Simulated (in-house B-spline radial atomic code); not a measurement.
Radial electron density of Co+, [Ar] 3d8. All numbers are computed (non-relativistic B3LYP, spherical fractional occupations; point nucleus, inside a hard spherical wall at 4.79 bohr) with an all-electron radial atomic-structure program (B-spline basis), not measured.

Caution: exact exchange at fractional occupations of open shells leaves self-interaction of up to several eV.

Columns: r (bohr), 4πr²n(r) (electrons per bohr), bar.

```
 0.00221    0.728 #
 0.00265    1.022 #
 0.00318     1.43 ##
 0.00382    1.994 ##
 0.00459    2.761 ###
  0.0055    3.775 #####
  0.0066    5.123 ######
 0.00792     6.87 ########
 0.00951    9.092 ###########
  0.0114     11.8 ##############
  0.0137    15.06 ##################
  0.0164    18.68 #######################
  0.0197    22.59 ###########################
  0.0237    26.44 ################################
  0.0284    29.64 ####################################
  0.0341    31.79 ######################################
  0.0409    32.41 #######################################
  0.0491    31.38 ######################################
  0.0589    29.15 ###################################
  0.0706    26.72 ################################
  0.0848    25.44 ###############################
   0.102     26.5 ################################
   0.122     29.8 ####################################
   0.146    33.91 #########################################
   0.176    36.39 ############################################
   0.211    34.78 ##########################################
   0.253       29 ###################################
   0.304    21.41 ##########################
   0.364    15.92 ###################
   0.437    14.57 ##################
   0.525    16.51 ####################
    0.63    18.48 ######################
   0.756    17.89 ######################
   0.907    14.56 ##################
    1.09    10.07 ############
    1.31    6.113 #######
    1.57    3.438 ####
    1.88     1.85 ##
    2.26   0.9403 #
    2.71   0.4422 #
    3.25   0.1729 
     3.9  0.04332
```

On this grid the curve has 3 maxima, near 0.0409, 0.176, 0.63 bohr.

The 3p radial function P(r) = rR(r), positive near the nucleus:

```
r (bohr)          P
 0.00265   0.001458
 0.00382   0.002982
  0.0055   0.006044
 0.00792    0.01213
  0.0114    0.02398
  0.0164    0.04641
  0.0237    0.08787
  0.0341     0.1583
  0.0491     0.2685
  0.0706     0.4158
   0.102     0.5648
   0.146     0.6127
   0.211      0.414
   0.304     -0.108
   0.437    -0.7723
    0.63     -1.169
   0.907     -1.029
    1.31    -0.5737
    1.88    -0.2011
    2.71   -0.03826
     3.9  -0.003202
```
